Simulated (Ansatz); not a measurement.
`[OH][Sn][Cl]` + CH₃SH → `C[S][Sn][OH]` + HCl at 700 K and 1 bar (ligand exchange at the Sn–Cl bond).

Program: Ansatz. Geometries: PBE0-D4/def2-TZVP. ΔE: electronic, gas phase. CCSD(T)/CBS adds triple-zeta CCSD(T) − MP2 to the extrapolated MP2 energy (def2 sets, frozen cores). This one scheme is used for every species. Elements past krypton have def2 core potentials. For Sn outer-core shells are correlated without core-valence functions, which leaves a few kJ/mol of doubt a bond. One conformer a species, not always the lowest.

```csv
species,CCSD(T)/CBS energy (Eh),H − E (kJ/mol),S (J/(mol·K))
`[OH][Sn][Cl]`,-749.66523,78.0,362.1
CH₃SH,-438.22835,160.2,309.0
`C[S][Sn][OH]`,-727.49807,202.2,446.9
HCl,-460.38127,38.4,211.8
```

H − E and S are ideal-gas, rigid-rotor, harmonic terms from PBE0-D4/def2-TZVP, for one conformer and one mirror image of each species. 1 Eh = 2625.50 kJ/mol, R = 8.31446 J/(mol·K).

Task: By hand: ΔE, ΔH, ΔS and ΔG.

Result: ΔE = (-727.49807) + (-460.38127) − (-749.66523) − (-438.22835) = 0.01424 Eh = 37.4 kJ/mol. Δ(H − E) = 202.2 + 38.4 − 78.0 − 160.2 = 2.4, so ΔH = 39.8 kJ/mol. ΔS = 446.9 + 211.8 − 362.1 − 309.0 = -12.4 J/(mol·K). ΔG = 39.8 − 700 × (-12.4)/1000 = 48.5 kJ/mol.

Task: By hand: the equilibrium constant, and the temperature at which ΔG would vanish if ΔH and ΔS stayed fixed.

Result: log₁₀ K = −ΔG/(RT ln 10) = -3.6. ΔH and −TΔS have one sign here, so there is no such temperature.

The number of gas molecules stays the same, so ΔS is small and ΔH decides. A doubt of 5 kJ/mol in ΔE shifts log₁₀ K by 0.4 here. Other conformers and mirror images would add mixing entropy, several J/(mol·K) or more a flexible species. These are equilibria of isolated gas molecules and say nothing of rates. Largest T1 diagnostic: 0.017 (customary marks: 0.02 for closed shells, 0.045 for open ones).

ΔS is within the doubt of such terms, so its sign, and with it that verdict, could turn.
